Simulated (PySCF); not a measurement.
C₃H₃N₂, SMILES C1[N]C=CN=1, multiplicity 2.

The structure is a stationary point at PBE-D3(BJ)/def2-SVP. The isomer is the one that the SMILES or the coordinates give; other isomers of the formula were not compared.

These are PySCF with TDA-ωB97X/def2-SVPD values and carry that method's errors.

Vertical excitations. Isolated molecule, no solvent.

Problem. Give excitation energies, oscillator strengths and character. (The exact figures need the calculation; the answer reports its results.)

Solution. 
```csv
state,energy (eV),λ (nm),f,main pairs
root 1,2.36,526,0.000,β HOMO→LUMO 98 %
root 2,2.36,525,0.000,β HOMO−1→LUMO 96 %
root 3,2.84,437,0.000,β HOMO−2→LUMO 97 %
root 4,5.32,233,0.004,"α HOMO→LUMO+1 22 %, α HOMO−2→LUMO 14 %, β HOMO−4→LUMO 58 %"
root 5,5.49,226,0.002,β HOMO−3→LUMO 97 %
root 6,6.15,202,0.000,"α HOMO−1→LUMO+1 65 %, α HOMO−3→LUMO 16 %, β HOMO→LUMO+2 10 %"
root 7,6.32,196,0.027,"α HOMO→LUMO+1 51 %, α HOMO−2→LUMO 35 %, β HOMO−1→LUMO+3 6 %"
root 8,6.33,196,0.036,"α HOMO→LUMO 66 %, α HOMO−2→LUMO+1 24 %"
root 9,6.38,194,0.000,β HOMO−5→LUMO 93 %
root 10,6.42,193,0.005,"α HOMO−1→LUMO 60 %, α HOMO−3→LUMO+1 28 %"
```
Unrestricted roots are not spin-pure.
